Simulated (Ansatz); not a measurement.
Basis-set extrapolation for C4H6F4, SMILES `FCC(CF)C(F)F` (PBE0-D4/def2-TZVP geometry, frozen core, the Gaussian-basis code of Ansatz). Multiplicity 1, RHF reference.

|  | def2-TZVPP | def2-QZVPP |
| --- | --- | --- |
| HF | -552.952619 | -552.976485 |
| MP2 correlation | -1.662096 | -1.802794 |
| CCSD(T) correlation | -1.754768 | not run |

Energies in hartree. Use E(X) = E(∞) + A·exp(−7.88·√X) for Hartree–Fock and E(X) = E(∞) + B·X^(−2.97) for correlation, with X = 3 and 4, and add CCSD(T) minus MP2 of the smaller set to the MP2 limit.

Question: What is the CCSD(T) energy at the basis-set limit?

Answer: HF limit: -552.976485 + (-0.023866) × 0.13774 = -552.97977. MP2 limit: -1.802794 + (-0.140698) × 0.74074 = -1.90701. Higher-order term: -1.754768 − (-1.662096) = -0.09267. Total: -554.97945 hartree, 170.7 kcal/mol below CCSD(T)/def2-TZVPP.
